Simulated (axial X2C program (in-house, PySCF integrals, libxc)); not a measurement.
**Which molecule has these constants?**

Calculated with an in-house relativistic program for diatomic molecules, spin-free (one-electron X2C) or two-component (2c: spin–orbit coupling with atomic mean-field Coulomb and Gaunt terms, which also bring small scalar terms), in Dyall basis sets with cores contracted in-house; open shells are unrestricted.

A two-component PBE0 calculation in a Dyall 3-zeta basis gave Re = 1.986 Å, ωe = 593.1 cm⁻¹, De = 5.78 eV, Ω = 0.

Problem. Which molecule is it?
A. CaF⁺
B. BeF⁺
C. SrF⁺
D. MgF⁺

Solution. C. The others have MgF⁺ 1.691 Å and 837.6 cm⁻¹ (Ω = 0); CaF⁺ 1.859 Å and 700.1 cm⁻¹ (Ω = 0); BeF⁺ 1.312 Å and 1462.2 cm⁻¹ (Ω = 0).

Each entry is the lowest single determinant of a limited PBE0 search at one distance. De goes to single-determinant-based atoms at the same level (for ions the charge split of lowest energy) and is withheld (n/a) where an atom does not fit its ground term or J level. Main or longest-lived isotopes. Some light 2c atoms are not at their ground J level, so De misses part of their lowering (0.04 eV or less). The functionals have no current term, which raises determinants with orbital currents.
